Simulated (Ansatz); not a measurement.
System: LaCl3 (charge 0, singlet). 
Geometry from a B3LYP-D3(BJ)/def2-TZVP (Ansatz, a program for electronic structure) optimisation:
```
La
Cl 1 2.6219
Cl 1 2.6219 2 117.45
Cl 1 2.6219 2 117.45 3 -148.78
```

Dipole moments at this geometry, in debye (magnitudes).

```tsv
level	program	dipole (D)
PBE/def2-TZVPD	Ansatz	2.89
r2SCANh/def2-TZVPD	Ansatz	3.04
r2SCAN0/def2-TZVPD	Ansatz	3.09
HSE06/def2-TZVPD	Ansatz	3.02
CAM-B3LYP/def2-TZVPD	Ansatz	3.12
CCSD(T)/def2-SVPD	Ansatz	3.24
```
